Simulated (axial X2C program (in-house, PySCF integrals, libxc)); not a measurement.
# What spin–orbit coupling does to NbC

All values were computed with an axial X2C code built on PySCF integrals. Spin-free means the one-electron spin-free X2C Hamiltonian; two-component (2c) means X2C with spin–orbit coupling and atomic mean-field two-electron Coulomb and Gaunt terms, so the difference of the two also holds small scalar two-electron terms. Basis: Nb dyall-cv3z [11s12p9d5f3g], C dyall-v3z [7s6p2d1f] (cores contracted in-house); Gaussian nuclei, density fitting, unrestricted open shells. Masses: Nb 92.906 u, C 12.000 u.

Spin-free state: M_S = 1/2, Λ = 2 (beyond evenly filled blocks: δ+α); fragments Nb + C.

```json
{"level": "PBE0", "Re (Å)": "1.679", "ωe (cm⁻¹)": "1023.3", "De (eV)": "4.933", "μ (D)": "-6.07"}
{"level": "PW91", "Re (Å)": "1.703", "ωe (cm⁻¹)": "994.9", "De (eV)": "5.637", "μ (D)": "-5.62"}
```

Dipoles are positive if C is the positive end.

Q: Within this multiplet, which Ω should lie lowest by the rule for regular and inverted multiplets?

A: The open δ shell holds one electron, so the multiplet is regular: Ω = Λ − 1/2 = 3/2. The PBE0 2c search agrees.

Two-component determinant lowest at the distance of the search:

Ω = 3/2 (⟨Sz⟩ = -0.50, ⟨Lz⟩ = 2.00 at PBE0); fragments Nb + C.

| level | Re (Å) | ωe (cm⁻¹) | μ (D) |
| --- | --- | --- | --- |
| PBE0 | 1.679 | 1023.8 | -6.08 |
| PW91 | 1.703 | 994.9 | -5.63 |

Q: From the two tables, how do the constants change at the PBE0 level (2c against spin-free)?

A: At the PBE0 level Re is unchanged within 0.001 Å and ωe rises by 0.5 cm⁻¹.

Occupations by symmetry block were frozen at the best pattern of an incomplete PBE0 search. Dissociation energies refer to the lowest single-determinant-based atoms at the same level and basis. De is not given where an atomic determinant may have missed its ground term or J level, or where the truncated virtual space spoils (T). Density functionals use the spin component along the axis (collinear). Other states lie close and PBE0, whose exact exchange favours high spin, may order them wrongly; the determinant shown need not be the ground state. The nearest other spin-free determinant of the search, M_S = 1/2, Λ = 0, lies 0.14 eV up at the distance of the search. Without a current term, density functionals place determinants with orbital angular momentum somewhat too high. At some level and bond length an empty orbital lies below a filled one. The determinant is spin-polarised beyond a pure state at some levels (its spin-free form has ⟨S²⟩ too high), which makes Re and μ there less reliable. The stretched end of a curve changes character and is left out.
